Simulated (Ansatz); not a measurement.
Ni₂H₄⁻, relaxed as a doublet with UKS PBE-D4/def2-TZVPD in Ansatz, starting from the GFN2-xTB geometry. Force threshold 0.02 eV/Å.

The highest occupied level of the charge -1 doublet lies above zero (up to 1.04 eV). The electron is either unbound and held by the finite basis, or the level is raised by self-interaction error. In the doublet, H3 and H6 lie 0.95 Å apart (atoms count from 1), so these atoms are partly bonded to each other. Another isomer (quartet) lies 0.17 eV lower at PBE0-D4/def2-TZVPD; other spin states weren't run for this one.

Start:

```xyz
6

Ni    1.060    0.212    1.263
Ni   -1.066   -0.244   -1.232
H    -1.689   -1.382   -1.995
H     1.942    1.334    1.771
H     0.922   -0.949    2.307
H    -1.169    1.030   -2.114
```

**Question.** Estimate the energy that the relaxation releases and the steps that it takes.

**Answer.** 2.25 eV, in 27 steps; 50 s on 4 threads of Arm Neoverse V2 on a shared host. The force fell under the threshold at step 24, but the optimiser went on. No frequencies were taken in this run, so the end may be a saddle point.

**Question.** Does the start keep its bonding?

**Answer.** Bonds formed: Ni2–H5 (atoms count from 1). Metal–metal contacts that move far: Ni1–Ni2 3.31 to 2.33 Å.

**Question.** Predict the relaxed structure.

**Answer.** 
Cartesian coordinates in Å:
```
Ni 0.983 0.356 1.153
Ni -0.625 -0.475 -0.315
H -0.822 -0.527 -1.831
H 2.083 1.440 1.280
H -0.153 -0.861 1.185
H -1.466 0.066 -1.472
```
Bond lengths (bridged metal pairs left out): 5 × H–Ni 1.53 to 1.66 Å.
